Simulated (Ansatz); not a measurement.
Consider the redistribution: `[CH3][Al]([CH3])[F]` + `C[B-]1(Cl)OC(C(F)(F)F)=CC(C(F)(F)F)=[O+]1` → `[CH3][Al-]1([F])[O]C(C(F)(F)F)=CC(C(F)(F)F)=[O+]1` + `CB(C)Cl`.

Gas-phase electronic energies from Ansatz, PBE0-D4/def2-TZVP geometries. CBS: MP2 limit from def2 TZ/QZ plus the TZ coupled-cluster correction, frozen cores.

```
                                            species  CCSD/CBS(def2) energy (Eh)
                              `[CH3][Al]([CH3])[F]`                  -421.60061
        `C[B-]1(Cl)OC(C(F)(F)F)=CC(C(F)(F)F)=[O+]1`                 -1464.35914
`[CH3][Al-]1([F])[O]C(C(F)(F)F)=CC(C(F)(F)F)=[O+]1`                 -1321.68580
                                          `CB(C)Cl`                  -564.32431
```

(1) Work out ΔE.

Largest T1 diagnostic among the species: 0.015.

Answers

(1) ΔE = (-1321.68580) + (-564.32431) − (-421.60061) − (-1464.35914) = -0.05036 Eh = -132.2 kJ/mol. CCSD(T)/CBS gives -125.4 kJ/mol.

The D4 term adds +4.0 kJ/mol with B3LYP and +2.5 kJ/mol with PBE0; it sums over pairs of atoms, weighted by their polarisabilities, and B3LYP, whose exchange is more repulsive, gets the larger term. From BLYP to BHLYP (50 % exact exchange), in def2-TZVPP and without D4, ΔE moves by −12.3 kJ/mol.

B3LYP here is the variant with VWN-RPA as its local correlation; programs differ in this.
